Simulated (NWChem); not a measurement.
System: benzothiadiazole (C6H4N2S); SMILES c1ccc2nsnc2c1

NWChem printed, in part:

```
             Northwest Computational Chemistry Package (NWChem) 7.3.0
             --------------------------------------------------------

                             Geometry "geometry" -> ""
                             -------------------------

 Output coordinates in angstroms (scale by  1.889725989 to convert to a.u.)

  No.       Tag          Charge          X              Y              Z
 ---- ---------------- ---------- -------------- -------------- --------------
    1 C                    6.0000     0.00000000     0.71495300     2.40311900
    2 C                    6.0000     0.00000000    -0.71495300     2.40311900
    3 C                    6.0000     0.00000000    -1.43799500     1.23938400
    4 C                    6.0000     0.00000000    -0.72423400     0.00843600
    5 N                    7.0000     0.00000000    -1.24913800    -1.21790600
    6 S                   16.0000     0.00000000     0.00000000    -2.25676300
    7 N                    7.0000     0.00000000     1.24913800    -1.21790600
    8 C                    6.0000     0.00000000     0.72423400     0.00843600
    9 C                    6.0000     0.00000000     1.43799500     1.23938400
   10 H                    1.0000     0.00000000     1.23804800     3.36251700
   11 H                    1.0000     0.00000000    -1.23804800     3.36251700
   12 H                    1.0000     0.00000000    -2.52892800     1.23068800
   13 H                    1.0000     0.00000000     2.52892800     1.23068800

 Effective nuclear repulsion energy (a.u.)     477.4789976098

                              NWChem Property Module
                              ----------------------

  itol2e modified to match energy
  convergence criterion.

                                 NWChem DFT Module
                                 -----------------

 Summary of "ao basis" -> "ao basis" (spherical)
 ------------------------------------------------------------------------------
       Tag                 Description            Shells   Functions and Types
 ---------------- ------------------------------  ------  ---------------------
 C                          6-311g**                 8       18   4s3p1d
 N                          6-311g**                 8       18   4s3p1d
 S                          6-311g**                12       26   6s5p1d
 H                          6-311g**                 4        6   3s1p

  itol2e modified to match energy
  convergence criterion.

            General Information
            -------------------
          SCF calculation type: DFT
          Wavefunction type:  closed shell.
          No. of atoms     :    13
          No. of electrons :    70
           Alpha electrons :    35
            Beta electrons :    35
          Charge           :     0
          Spin multiplicity:     1
          Use of symmetry is: off; symmetry adaption is: off
          Maximum number of iterations: 150
          AO basis - number of functions:   194
                     number of shells:    92
          Convergence on energy requested:  1.00D-07
          Convergence on density requested:  1.00D-05
          Convergence on gradient requested:  5.00D-04

              XC Information
              --------------
                         B3LYP Method XC Potential
                     Hartree-Fock (Exact) Exchange  0.200
                        Slater Exchange Functional  0.800 local
                    Becke 1988 Exchange Functional  0.720 non-local
              Lee-Yang-Parr Correlation Functional  0.810
                  VWN I RPA Correlation Functional  0.190 local

             Grid Information
             ----------------
          Grid used for XC integration:  fine
          Radial quadrature: Mura-Knowles
          Angular quadrature: Lebedev.
          Tag              B.-S. Rad. Rad. Pts. Rad. Cut. Ang. Pts.
          ---              ---------- --------- --------- ---------
          C                   0.70       70          13.0       590
          N                   0.65       70          13.0       590
          S                   1.00      123          14.0       770
          H                   0.35       60          15.0       590
          Grid pruning is: on
          Number of quadrature shells:   923
          Spatial weights used:  Erf1

      Superposition of Atomic Density Guess
      -------------------------------------

 Sum of atomic energies:        -734.10278586

      Non-variational initial energy
      ------------------------------

 Total energy =    -739.995719
 1-e energy   =   -1951.871322
 2-e energy   =     734.396605
 HOMO         =      -0.270980
 LUMO         =      -0.087165

------------------------------------------------------------
EAF file 0: "./job.aoints.0" size=279445504 bytes
------------------------------------------------------------
               write      read    awrite     aread      wait
               -----      ----    ------     -----      ----
     calls:      533         0         0         0         0
   data(b): 2.79e+08  0.00e+00  0.00e+00  0.00e+00
   time(s): 0.00e+00  0.00e+00  0.00e+00  0.00e+00  0.00e+00
rate(mb/s): 0.00e+00  0.00e+00
------------------------------------------------------------

   convergence    iter        energy       DeltaE   RMS-Dens  Diis-err
 ---------------- ----- ----------------- --------- --------- ---------
 d= 0,ls=0.0,diis     1   -738.6986331383 -1.22D+03  6.23D-03  1.82D+00
 d= 0,ls=0.0,diis     2   -738.7654550861 -6.68D-02  4.90D-03  4.62D-01
 d= 0,ls=0.0,diis     3   -738.7792199572 -1.38D-02  2.45D-03  3.19D-01
 d= 0,ls=0.0,diis     4   -738.8187123219 -3.95D-02  6.12D-04  1.92D-02
 d= 0,ls=0.0,diis     5   -738.8212472639 -2.53D-03  1.79D-04  2.10D-03
  Resetting Diis
 d= 0,ls=0.0,diis     6   -738.8214703834 -2.23D-04  5.99D-05  2.12D-04
 d= 0,ls=0.0,diis     7   -738.8214921553 -2.18D-05  4.23D-05  2.04D-05
 d= 0,ls=0.0,diis     8   -738.8214870084  5.15D-06  2.73D-05  6.35D-05
 d= 0,ls=0.0,diis     9   -738.8214947247 -7.72D-06  3.11D-06  8.09D-07
 d= 0,ls=0.0,diis    10   -738.8214948083 -8.36D-08  1.11D-06  7.06D-08

         Total DFT energy =     -738.821494808274
      One electron energy =    -1956.892955461440
           Coulomb energy =      814.257917082533
    Exchange-Corr. energy =      -73.665454039121
 Nuclear repulsion energy =      477.478997609754

 Numeric. integr. density =       70.000008807299

                       DFT Final Molecular Orbital Analysis
                       ------------------------------------

 Vector   33  Occ=2.000000D+00  E=-3.071721D-01
              MO Center=  1.4D-10, -6.4D-06, -1.2D+00, r^2= 3.0D+00
   Bfn.  Coefficient  Atom+Function         Bfn.  Coefficient  Atom+Function
  ----- ------------  ---------------      ----- ------------  ---------------
    80      0.284195   5 N  py              124      0.284194   7 N  py
    84      0.257508   5 N  py              128      0.257507   7 N  py
    64      0.235297   4 C  s               144     -0.235298   8 C  s
    76      0.189640   5 N  py              120      0.189640   7 N  py
    66      0.180825   4 C  py              146      0.180825   8 C  py

 Vector   34  Occ=2.000000D+00  E=-2.725348D-01
              MO Center=  7.8D-10,  5.4D-08, -3.1D-02, r^2= 5.2D+00
   Bfn.  Coefficient  Atom+Function         Bfn.  Coefficient  Atom+Function
  ----- ------------  ---------------      ----- ------------  ---------------
   106      0.397852   6 S  px               61     -0.182403   4 C  px
   103      0.182798   6 S  px              141     -0.182403   8 C  px
    65     -0.175299   4 C  px              145     -0.175299   8 C  px
   109      0.169287   6 S  px                7      0.161627   1 C  px
    25      0.161627   2 C  px               11      0.158174   1 C  px

 Vector   35  Occ=2.000000D+00  E=-2.513151D-01
              MO Center=  3.0D-10, -1.5D-07,  8.1D-01, r^2= 4.4D+00
   Bfn.  Coefficient  Atom+Function         Bfn.  Coefficient  Atom+Function
  ----- ------------  ---------------      ----- ------------  ---------------
    43      0.211596   3 C  px               47      0.211081   3 C  px
   159     -0.211596   9 C  px              163     -0.211081   9 C  px
    83     -0.190874   5 N  px              127      0.190874   7 N  px
    79     -0.160340   5 N  px              123      0.160340   7 N  px
    11     -0.146476   1 C  px               29      0.146476   2 C  px

[...]

          -----------------------------------------
          Chemical Shielding Tensors (GIAO, in ppm)
          -----------------------------------------

                                NWChem CPHF Module
                                ------------------

  scftype          =     RHF
  nclosed          =       35
  nopen            =        0
  variables        =     5565
  # of vectors     =        3
  tolerance        = 0.10D-03
  level shift      = 0.00D+00
  max iterations   =       50
  max subspace     =       30

 SCF residual:    9.5052440361841634E-005

Iterative solution of linear equations
  No. of variables     5565
  No. of equations        3
  Maximum subspace       30
        Iterations       50
       Convergence  1.0D-04

   iter   nsub   residual    time
   ----  ------  --------  ---------
     1      3    7.61D-01     453.7
     2      6    8.14D-02     482.4
     3      9    3.39D-03     511.8
     4     12    2.23D-04     540.3
     5     15    1.39D-05     570.8

------------------------------------------------------------
EAF file 0: "./job.aoints.0" size=427294720 bytes
------------------------------------------------------------
               write      read    awrite     aread      wait
               -----      ----    ------     -----      ----
     calls:      815         0         0         0         0
   data(b): 4.27e+08  0.00e+00  0.00e+00  0.00e+00
   time(s): 0.00e+00  0.00e+00  0.00e+00  0.00e+00  0.00e+00
rate(mb/s): 0.00e+00  0.00e+00
------------------------------------------------------------

      Atom:    1  C
        Diamagnetic
    234.8390     -0.0000      0.0000
     -0.0000    265.1281     -3.2458
      0.0000     -3.2458    260.8454

        Paramagnetic
    -67.8982     -0.0000      0.0000
     -0.0000   -263.7946    -50.2676
      0.0000    -50.2676   -281.2556

        Total Shielding Tensor
    166.9408     -0.0000      0.0000
     -0.0000      1.3335    -53.5134
      0.0000    -53.5134    -20.4102

           isotropic =      49.2880
          anisotropy =     176.4791

          Principal Components and Axis System
                 1           2           3
              166.9408    -64.1450     45.0683

      1         1.0000     -0.0000      0.0000
      2        -0.0000      0.6328      0.7743
      3         0.0000      0.7743     -0.6328

      Atom:    2  C
        Diamagnetic
    229.5872      0.0000     -0.0000
      0.0000    254.1840     -2.1224
     -0.0000     -2.1224    268.2284

        Paramagnetic
    -68.5743      0.0000      0.0000
      0.0000   -284.5252     28.5143
      0.0000     28.5143   -229.4726

        Total Shielding Tensor
    161.0129      0.0000      0.0000
      0.0000    -30.3412     26.3919
      0.0000     26.3919     38.7558

           isotropic =      56.4758
          anisotropy =     156.8056

          Principal Components and Axis System
                 1           2           3
              161.0129     47.6829    -39.2684

      1         1.0000     -0.0000      0.0000
      2         0.0000      0.3204      0.9473
      3         0.0000      0.9473     -0.3204

      Atom:    3  C
        Diamagnetic
    230.4460      0.0000      0.0000
      0.0000    263.1837      2.7822
      0.0000      2.7822    268.4985

        Paramagnetic
   -104.0453      0.0000     -0.0000
      0.0000   -305.4114     -4.0969
     -0.0000     -4.0969   -277.6587

        Total Shielding Tensor
    126.4007      0.0000     -0.0000
      0.0000    -42.2277     -1.3147
     -0.0000     -1.3147     -9.1602

           isotropic =      25.0043
          anisotropy =     152.0947

          Principal Components and Axis System
                 1           2           3
              126.4007    -42.2799     -9.1080

      1         1.0000     -0.0000      0.0000
      2         0.0000      0.9992     -0.0397
      3        -0.0000      0.0397      0.9992

      Atom:    4  N
        Diamagnetic
    312.9361      0.0000     -0.0000
      0.0000    323.5300    -12.1154
     -0.0000    -12.1154    347.8451

        Paramagnetic
   -124.1751     -0.0000     -0.0000
     -0.0000   -499.2265     12.9538
     -0.0000     12.9538   -728.2130

        Total Shielding Tensor
    188.7610     -0.0000     -0.0000
     -0.0000   -175.6964      0.8384
     -0.0000      0.8384   -380.3679

           isotropic =    -122.4344
          anisotropy =    -386.9054

          Principal Components and Axis System
                 1           2           3
             -380.3714    188.7610   -175.6930

      1         0.0000      1.0000      0.0000
      2        -0.0041     -0.0000      1.0000
      3         1.0000     -0.0000      0.0041

      Atom:    5  S
        Diamagnetic
   1042.9545      0.0000      0.0000
      0.0000   1057.8993      0.0000
      0.0000      0.0000   1057.0568

        Paramagnetic
  -1047.1250     -0.0000      0.0000
     -0.0000  -1069.4815      0.0001
      0.0000      0.0001  -1282.3840

        Total Shielding Tensor
     -4.1705     -0.0000      0.0000
     -0.0000    -11.5822      0.0001
      0.0000      0.0001   -225.3272

           isotropic =     -80.3600
          anisotropy =    -217.4508

          Principal Components and Axis System
                 1           2           3
             -225.3272    -11.5822     -4.1705

      1        -0.0000      0.0000      1.0000
      2        -0.0000      1.0000     -0.0000
      3         1.0000      0.0000      0.0000

      Atom:    6  H
        Diamagnetic
     21.7392      0.0000      0.0000
      0.0000     30.1551      7.1029
      0.0000      7.1029     39.7244

        Paramagnetic
     -1.2824      0.0000     -0.0000
      0.0000     -3.5897     -8.7959
     -0.0000     -8.7959    -14.2003

        Total Shielding Tensor
     20.4569      0.0000     -0.0000
      0.0000     26.5654     -1.6930
     -0.0000     -1.6930     25.5241

           isotropic =      24.1821
          anisotropy =       5.4508

          Principal Components and Axis System
                 1           2           3
               27.8160     24.2735     20.4569

      1         0.0000     -0.0000      1.0000
      2         0.8043      0.5942     -0.0000
      3        -0.5942      0.8043      0.0000

      Atom:    7  H
        Diamagnetic
     20.5560     -0.0000     -0.0000
     -0.0000     42.1889     -1.8723
     -0.0000     -1.8723     27.3528

        Paramagnetic
     -1.6234     -0.0000      0.0000
     -0.0000    -17.9408      2.4482
      0.0000      2.4482      0.3925

        Total Shielding Tensor
     18.9327     -0.0000     -0.0000
     -0.0000     24.2481      0.5759
     -0.0000      0.5759     27.7453

           isotropic =      23.6420
          anisotropy =       6.2935

          Principal Components and Axis System
                 1           2           3
               27.8377     24.1557     18.9327

      1        -0.0000     -0.0000      1.0000
      2         0.1584      0.9874      0.0000
      3         0.9874     -0.1584      0.0000
```

Level: B3LYP/6-311G** (spherical d), GIAO. Coordinates come from a PBE0/def2-SVP optimisation. No frequency run checked for a minimum. B3LYP is NWChem's, with the RPA form of VWN correlation. The output numbers the shielded atoms by their place in the input's list. The printed shielding anisotropy is the first printed principal value minus the mean of the other two.

**Question.** Write an input that gives this output.

**Answer.** Several could match; the one computed here: the input that was run:
```
start job
memory heap 200 mb stack 900 mb global 1100 mb
geometry units angstroms noautosym nocenter noautoz
  C      0.000000     0.714953     2.403119
  C      0.000000    -0.714953     2.403119
  C      0.000000    -1.437995     1.239384
  C      0.000000    -0.724234     0.008436
  N      0.000000    -1.249138    -1.217906
  S      0.000000     0.000000    -2.256763
  N      0.000000     1.249138    -1.217906
  C      0.000000     0.724234     0.008436
  C      0.000000     1.437995     1.239384
  H      0.000000     1.238048     3.362517
  H      0.000000    -1.238048     3.362517
  H      0.000000    -2.528928     1.230688
  H      0.000000     2.528928     1.230688
end
basis spherical
  * library 6-311g**
end
dft
  xc b3lyp
  iterations 150
  semidirect filesize 400000000
end
property
  shielding 7 1 3 4 5 6 10 12
end
task dft property
```
